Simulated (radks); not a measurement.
The numbers below are computed, except where a source is named.
Coulomb parameter of the 4f shell of the dysprosium ion Dy+ in the model configuration [Xe] 4f9 6s1 6p1, as a second difference U = [E(n + 0.5) + E(n - 0.5) - 2 E(n)] / (0.5)^2 with all orbitals relaxed. "Bare": the charge of the atom changes with n. "Screened": the 6p shell takes up the change at fixed total charge, which measures U(4f,4f) + U(6p,6p) - 2 U(4f,6p). Level of theory: Dirac Kohn-Sham, LDA (Slater exchange, Perdew-Wang correlation), spin-unpolarised, spherical densities, finite nucleus; open shells are shared between the two j in proportion to 2j + 1; Fermi nuclear charge, rms radius 5.2218 fm (a radial shooting solver on a logarithmic mesh with Libxc functionals).

case                  configuration  E - E(n) (eV)
start              [Xe] 4f9 6s1 6p1          0.000
bare +0.5        [Xe] 4f9.5 6s1 6p1         -7.734
bare -0.5        [Xe] 4f8.5 6s1 6p1         11.884
screened +0.5  [Xe] 4f9.5 6s1 6p0.5         -5.057
screened -0.5  [Xe] 4f8.5 6s1 6p1.5          7.306

U(bare) = 16.598 eV, U(screened by 6p) = 8.993 eV, against the Slater integral F0(4f,4f) = 31.156 eV with frozen orbitals.
